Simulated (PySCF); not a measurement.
C₄H₄F₂O₂, SMILES FC1(F)O[C@H](C=O)C1.

Geometry: PBE-D3(BJ)/def2-SVP. The structure was generated by enumeration; whether it is a known compound was not checked. One conformer was computed; it need not be the lowest.

Calculation: PBE-D3(BJ)/def2-SVP in PySCF.

Frequencies are harmonic and unscaled.

Computed vibrational spectrum:
| mode | ν (cm⁻¹) | IR (km/mol) | moving atoms (share of kinetic energy) |
|---|---|---|---|
| 1 | 48 | 2.3 | F 42 %, O 36 %, C 16 % |
| 2 | 71 | 10.6 | O 47 %, C 28 %, H 19 % |
| 3 | 224 | 1.4 | C 34 %, F 28 %, H 27 %, O 11 % |
| 4 | 307 | 9.7 | C 49 %, O 18 %, H 17 %, F 16 % |
| 5 | 332 | 1.5 | F 31 %, H 30 %, C 25 %, O 14 % |
| 6 | 389 | 4.8 | F 35 %, O 32 %, C 26 %, H 8 % |
| 7 | 487 | 5.9 | F 45 %, O 22 %, C 22 %, H 11 % |
| 8 | 505 | 2.3 | F 33 %, O 27 %, C 24 %, H 15 % |
| 9 | 559 | 0.8 | O 43 %, F 35 %, C 17 % |
| 10 | 729 | 5.1 | F 58 %, C 20 %, O 17 % |
| 11 | 810 | 6.4 | H 54 %, C 35 %, F 9 % |
| 12 | 865 | 9.4 | C 46 %, H 29 %, O 21 % |
| 13 | 925 | 50.3 | H 54 %, C 30 %, F 11 % |
| 14 | 933 | 21.6 | C 52 %, H 23 %, O 18 % |
| 15 | 989 | 128.2 | C 55 %, O 32 %, H 13 % |
| 16 | 1034 | 38.4 | C 51 %, H 41 % |
| 17 | 1105 | 71.3 | C 56 %, H 33 %, O 10 % |
| 18 | 1117 | 77.9 | C 51 %, H 43 % |
| 19 | 1150 | 14.1 | H 56 %, C 41 % |
| 20 | 1220 | 100.7 | C 57 %, H 34 % |
| 21 | 1227 | 138.7 | C 54 %, H 37 % |
| 22 | 1258 | 25.8 | H 62 %, C 34 % |
| 23 | 1292 | 193.0 | C 65 %, H 28 % |
| 24 | 1346 | 9.6 | H 74 %, C 18 % |
| 25 | 1394 | 43.5 | H 79 %, C 21 % |
| 26 | 1801 | 149.9 | C 60 %, O 38 % |
| 27 | 2796 | 82.6 | H 92 % |
| 28 | 3023 | 12.1 | H 92 %, C 8 % |
| 29 | 3040 | 1.6 | H 94 % |
| 30 | 3121 | 0.1 | H 90 %, C 10 % |
